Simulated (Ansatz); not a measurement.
System: chloro(dimethyl)borane, C₂H₆BCl (charge 0, singlet). 
Structure (B3LYP-D3(BJ)/def2-TZVP (Ansatz, an electronic-structure program) minimum search):
SMILES: CB(C)Cl
```xyz
10

C      1.4255    -0.9875    -0.4063
B      0.0192    -0.3520    -0.1827
C     -1.3160    -1.0184    -0.6351
Cl    -0.0670     1.2264     0.6367
H      1.3875    -2.0783    -0.4510
H      2.1747    -0.6750     0.3208
H      1.7812    -0.6533    -1.3905
H     -1.6549    -1.6609     0.1891
H     -2.1209    -0.3108    -0.8325
H     -1.1825    -1.6752    -1.4977
```

PBE beside other levels, property by property. Cores are frozen in the correlated levels unless marked. Open shells are spin-unrestricted. No spin-orbit coupling. No relativistic terms. Basis-set limits of correlation are two-point, X^-3; Hartree-Fock from the larger set. The bracket is a focal-point correction in the basis named. Atomisation energies are electronic, to ground-state atoms; the column to compare with has the core term from cc-pwCVTZ added, other frozen-core levels have none. Vertical energies are electronic, to the SCF solution reached for that spin. The coupled-cluster column (Ansatz) is a level with limits of its own: (a) RI-MP2/CBS(aug-cc-pV(T+d)Z,aug-cc-pV(Q+d)Z)+[CCSD(T)-MP2]/aug-cc-pV(T+d)Z; (b) CCSD(T)/CBS(aug-cc-pV(T+d)Z,aug-cc-pV(Q+d)Z).

| property | PBE/def2-TZVPD (Ansatz) | SVWN5/def2-TZVPD (Ansatz) | wB97M-V/def2-TZVPD (Ansatz) | B2PLYP-D3(BJ)/def2-TZVPD (Ansatz + dftd3) | coupled cluster |
|---|---|---|---|---|---|
| vertical ionisation energy to the doublet (eV) | 10.18 | 10.33 | 10.75 | 10.65 | 11.00 (a) |
| atomisation energy (kcal/mol) | 925.1 | 1029.7 | 917.6 | 907.1 | 915.6 (b) |

As the rows show:
- vertical ionisation energy to the doublet: PBE lies 0.82 eV below coupled cluster.
- atomisation energy: PBE lies 9.5 kcal/mol above coupled cluster.
